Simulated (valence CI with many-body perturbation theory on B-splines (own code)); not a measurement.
**Tb XXXIV: key properties**

Computed by relativistic CI+MBPT: four valence electrons over a frozen Dirac-Fock core [Ar] 3d10, radial functions for each j: 11 s, 11 p, 10 d, 8 f, 5 g, 2 h, with the one-electron correlation potential Σ1 (screened to all orders), the two-electron term Σ2, the three-electron term Σ3, Breit, model QED; selected single and double excitations, second order for the rest, scaled by the run's own slope (own B-spline code, finite nucleus).

No measured spectrum was set against this ion. As an estimate, large intervals hold to a few tenths of a per cent, small ones and those within an open d or f shell to about a per cent. Among the levels kept, up to 400 cm⁻¹ of a level comes from second order outside the variational space, and about a tenth of that is noise between levels of different J, which matters for small intervals.

Levels are named by their leading jj configuration (3d3/2^4 stands for four electrons in 3d with j = 3/2), which in mixed levels can hold well under half, so a name can repeat and another be missing.

Rates and lifetimes use the calculated energies. Strong lines usually hold to 10 to 20 %, long lifetimes can be off by a factor of two.

Problem. What is the ground level?

Solution. (4s^2 4p1/2^2) J=0, composition 72 % 4s²4p² ³P + 27 % 4s²4p² ¹S.

Problem. Among levels below 448.97 eV, which E1 lines absorb most strongly from the ground level?

Solution. to (4s^2 4p1/2 4d3/2) J=1 at 6.689 nm, f = 0.706; to (4s 4p1/2 4p3/2^2) J=1 at 7.099 nm, f = 0.538; to (4s 4p1/2^2 4p3/2) J=1 at 9.554 nm, f = 0.477.

Problem. Where does the other parity begin?

Solution. At (4s 4p1/2^2 4p3/2) J=2, 117.74 eV.

Problem. Name the longest-lived excited levels whose lifetime is computed, and their main decay.

Solution. (4s^2 4p1/2 4p3/2) J=2 at 47.28 eV lives 109 μs, mostly by E2 to (4s^2 4p1/2^2) J=0; (4s^2 4p3/2 4d5/2) J=4 at 224.59 eV lives 2.04 μs, mostly by M1 to (4s^2 4p1/2 4d5/2) J=3; (4s^2 4p1/2 4p3/2) J=1 at 43.79 eV lives 1.75 μs, mostly by M1 to (4s^2 4p1/2^2) J=0.

Problem. How well does LS coupling describe the low levels?

Solution. Among the lowest 20 levels the leading LS term, summed over configurations, holds 59 % on average. For single configurations the figures are 55 % in LS and 84 % in jj coupling. Terms mix most in the J = 1 level at 221.37 eV, where the leading one holds 37 %.

Problem. What is the ionisation energy?

Solution. 1395.1 eV; NIST lists 1393 ± 5 eV (theoretical).
